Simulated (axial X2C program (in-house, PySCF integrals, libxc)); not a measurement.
**SnS⁻: properties at the nuclei**

Calculated with an axial X2C code built on PySCF integrals: two-component X2C with atomic mean-field Coulomb and Gaunt terms, Gaussian nuclei, basis Sn dyall-acv3z, S dyall-av3z with contracted cores.

R = 2.309 Å (near the PBE0 minimum at charge -1 of the determinant lowest at the starting distance; the state shown can have its own minimum elsewhere).

Determinant lowest in the PBE0 search, Ω = 1/2 (⟨Sz⟩ = -0.50, ⟨Lz⟩ = 1.00 at PBE0), spin on the atoms Sn -0.46, S -0.03:

```
 level  Eeff magnitude (GV/cm)  Ws magnitude Sn (kHz)  A∥/gI Sn (MHz)  qzz Sn (a.u.)  A∥/gI S (MHz)  qzz S (a.u.)
  PBE0                  0.0616                  0.232            1790          -3.38            238          0.52
    HF                    1.05                   1.38            1820          -4.55            184          0.68
 B3LYP                   0.305                  0.176            1650          -3.20            239          0.46
   PBE                   0.084                 0.0525            1690          -3.05            252          0.43
r2SCAN                   0.647                  0.902            1890          -3.11            232          0.43
```

Determinant 0.18 eV from it at PBE0 and this distance, Ω = 3/2 (⟨Sz⟩ = 0.50, ⟨Lz⟩ = 1.00 at PBE0), spin on the atoms Sn 0.49, S 0.01:

| level | Eeff magnitude (GV/cm) | Ws magnitude Sn (kHz) | A∥/gI Sn (MHz) | qzz Sn (a.u.) | A∥/gI S (MHz) | qzz S (a.u.) |
| --- | --- | --- | --- | --- | --- | --- |
| PBE0 | 1.08 | 0.452 | 85.8 | -3.78 | 62 | 0.48 |
| HF | 3.97 | 1.56 | 21.9 | -4.93 | 64.7 | 0.64 |
| B3LYP | 0.611 | 0.277 | 154 | -3.63 | 57.5 | 0.43 |
| PBE | 0.72 | 0.31 | 79.6 | -3.44 | 59.2 | 0.39 |
| r2SCAN | 1.57 | 0.639 | 12.9 | -3.48 | 72.6 | 0.39 |

Eeff is the effective electric field on the electron electric dipole moment in this Ω state and Ws the scalar–pseudoscalar constant of the nucleus named (defined with the proton number Z and per Ω); A∥ (defined per Ω) follows by multiplying with gI = μI/(I μN); qzz is the electric field gradient, eQq0 = 234.96 MHz × Q/barn × qzz. The operators were transformed with the bare-nucleus X2C matrices; with these basis sets, hyperfine constants and field gradients can be off by tens of per cent, and where levels differ in sign neither size nor sign is settled.

Problem. With gI(119Sn) = -2.0946, gI(33S) = 0.4292, Q(33S) = -0.0694 barn (g factors from the IAEA table of nuclear moments by Stone; Q from Pyykkö, Mol. Phys. 2018), turn the PBE0 values of the first state into constants in MHz.

Solution. A∥(119Sn) = 1790 × -2.0946 = -3750 MHz; A∥(33S) = 238 × 0.4292 = 102 MHz; eQq0(33S) = 234.96 × (-0.0694) × (0.52) = -8.48 MHz.

Each state is one determinant with collinear spin. Unrestricted Hartree–Fock can overshoot spin polarisation at the nuclei. In the state Ω = 1/2 the sign of Eeff differs between levels (B3LYP, PBE against PBE0). For an anion, determinants above electron detachment, or with a positive highest level, are held by the basis set. Where Eeff spreads by more than a factor of two the levels disagree and none is to be relied on. The search compared states at one distance, so a state with another bond length can lie lower. The sign of Ws at Sn differs between levels in the first state. Further determinants of the search, some of them spin-mixed, are not shown. PBE0 term energies can be off by some tenths of an eV.
